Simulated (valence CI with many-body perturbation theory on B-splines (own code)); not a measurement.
**Valence orbitals of Er XXX**

Method: valence CI with perturbative core correlation (CI+MBPT): three valence electrons over a frozen Dirac-Fock core [Kr], radial functions for each j: 9 s, 9 p, 10 d, 8 f, 5 g, 3 h, 1 i, with the one-electron correlation potential Σ1, the two-electron term Σ2, the three-electron term Σ3, Breit, model QED; selected CI, second order for the rest (own B-spline code, finite nucleus).

The last digits are not significant, and no measured levels were compared; by estimate large intervals hold to a few tenths of a per cent, small ones and those within an open d or f shell to about a per cent. Only levels of the ground parity were solved; by the run's estimate the other parity begins above the list, which can be wrong where configurations are misplaced.

These are the spectroscopic orbitals of the CI (the correlating ones are not listed), shaped by the core and the other valence electrons. h is the expectation value of the core's Dirac-Fock operator, without the valence repulsion; Σ1 is computed up to l = 3 at one energy for each symmetry, that of its lowest orbital but kept below the first core excitation, so for empty shells it is not the orbital's own correlation shift; Breit and QED include the response of the core.

```tsv
Orbital	h (hartree)	Σ1 (cm⁻¹)	Breit (cm⁻¹)	QED (cm⁻¹)	⟨r⟩ (bohr)
5s1/2	-30.071	-11379	3092	2412	0.8335
6s1/2	-19.367	-4414	1604	1261	1.289
7s1/2	-13.539	-2272	925	737	1.847
5p1/2	-28.616	-11163	4801	-22.3	0.8487
6p1/2	-18.593	-4513	2554	-9.4	1.315
7p1/2	-13.08	-2369	1497	-4.9	1.885
5p3/2	-27.747	-10098	2853	212	0.8773
6p3/2	-18.139	-4194	1535	116	1.350
7p3/2	-12.812	-2227	977	69.1	1.925
4d3/2	-43.623	-22121	4882	-575	0.4851
5d3/2	-25.386	-10118	2056	-195	0.8938
6d3/2	-16.884	-4606	1107	-102	1.392
4d5/2	-43.179	-21524	2730	-318	0.4912
5d5/2	-25.199	-9979	1201	-94.1	0.9012
6d5/2	-16.784	-4539	651	-48.2	1.401
4f5/2	-37.048	-43285	735	-442	0.4672
5f5/2	-22.69	-9847	446	-154	0.9069
4f7/2	-36.949	-39617	-446	-361	0.4695
5f7/2	-22.644	-9651	-44.1	-119	0.9092
5g7/2	-20.945		-140	-61.4	0.8643
5g9/2	-20.933		-239	-49.1	0.8653
```

Among the shells of the start configuration 4d3, Σ1 is largest in size for 4d3/2, where it is 0.23 % of h.

Lowest root of each symmetry, sizes in configuration state functions:

```tsv
J	Parity	Roots	Reference	Variational	Second order	Change by selected CI (cm⁻¹)	Change by second order (cm⁻¹)
1/2	even	2	37	3498	4973	-2555	-2
3/2	even	5	66	6696	11924	-2394	-1
5/2	even	5	80	8168	16027	-1734	-1
7/2	even	3	77	7563	18592	-2231	-3
9/2	even	3	66	6875	12290	-2534	-3
11/2	even	1	44	4796	16522	-2780	-4
```
